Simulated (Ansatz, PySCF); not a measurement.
I₃, SMILES I[I-]I, charge -1. Atoms are numbered in the order given.

```xyz
3

I      0.0000     0.0000    -2.9573
I      0.0000     0.0000     0.0000
I      0.0000     0.0000     2.9573
```
Charge -1, spin multiplicity 1.

Geometry optimised at PBE0-D3(BJ)/def2-SVPD. The def2 effective core potentials stand for the cores of I; spin–orbit coupling is left out.

Two levels are set side by side: PBE-D3(BJ)/def2-SVPD (Ansatz, a quantum-chemistry and plane-wave program) and PBE0-D3(BJ)/def2-SVPD (Ansatz). Each level has its own optimised geometry; the coordinates shown are those of the second. Frequencies come from the Hessian of PySCF at each geometry. Differences are taken from unrounded values.

```tsv
quantity	PBE0-D3(BJ)	PBE-D3(BJ)	PBE-D3(BJ) minus PBE0-D3(BJ)
mean bond length (Å)	2.957	2.997	0.040
bond I1–I2 (Å)	2.957	2.997	0.040
bond I2–I3 (Å)	2.957	2.997	0.040
highest harmonic wavenumber (cm⁻¹)	141	139	-2
mean harmonic wavenumber (cm⁻¹)	92	87	-5
zero-point energy (kcal/mol)	0.52	0.49	-0.03
```

GGA bonds tend to be longer and softer than those of functionals with exact exchange. Differences between two approximate levels are no errors against the true value.
